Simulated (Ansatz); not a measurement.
CH3IO2 (`OC(O)I`) at its PBE0-D4/def2-TZVP geometry, where that method's forces vanish. Total charge 0; spin multiplicity 1. I takes the def2 core potential.

```xyz
7

O     1.1444   -0.3702    0.3381
C    -0.0196    0.3093    0.1233
O    -1.1119   -0.5098   -0.0782
I     0.0720    1.5763   -1.6560
H     1.2852   -0.9784   -0.3981
H    -0.1415    1.0109    0.9488
H    -1.2286   -1.0379    0.7222
```

(1) What forces (eV/Å) does B3LYP-D4/def2-TZVPP give on these atoms in the Gaussian-basis code of Ansatz? (Best estimate.)

## Answers

(1) Ansatz gave: 
```
O1   0.271 -0.179  0.045
C2  -0.033  0.327  0.269
O3  -0.259 -0.203  0.017
I4   0.018  0.219 -0.284
H5   0.057 -0.042  0.005
H6   0.000 -0.070 -0.054
H7  -0.055 -0.052  0.003
```

B3LYP here is the variant with VWN-RPA as its local correlation; programs differ in this.
